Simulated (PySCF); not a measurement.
BeH2, SMILES [BeH2].

Coordinates come from a PBE-D3(BJ)/def2-TZVPD optimisation. The isomer is the one that the SMILES or the coordinates give; other isomers of the formula were not compared.

Two levels are set side by side: TDDFT-PBE/def2-TZVPD (PySCF) and TDDFT-LC-ωPBE/def2-TZVPD (PySCF). Vertical, same geometry. The lowest singlet is HOMO→LUMO+1 100 % with PBE and HOMO→LUMO+1 77 %, HOMO→LUMO+5 22 % with the other functional; states are paired by order. Differences are taken from unrounded values.

| quantity | TDDFT-PBE |
|---|---|
| lowest singlet excitation (eV) | 5.93 |
| lowest triplet excitation (TDA) (eV) | 5.34 |
| first bright state (f over 0.05) (eV) | 7.40 |
| its oscillator strength | 0.27 |

### Question
These are the TDDFT-PBE values. What does TDDFT-LC-ωPBE give? (Estimate from the structure and the level; the computed values follow.)

### Answer

```tsv
quantity	TDDFT-LC-ωPBE	TDDFT-PBE minus TDDFT-LC-ωPBE
lowest singlet excitation (eV)	6.49	-0.56
lowest triplet excitation (TDA) (eV)	5.74	-0.40
first bright state (f over 0.05) (eV)	8.40	-1.00
its oscillator strength	0.40	-0.13
```

Functionals without exact exchange tend to place singlet excitations lower, as here. Differences between two approximate levels are no errors against the true value.
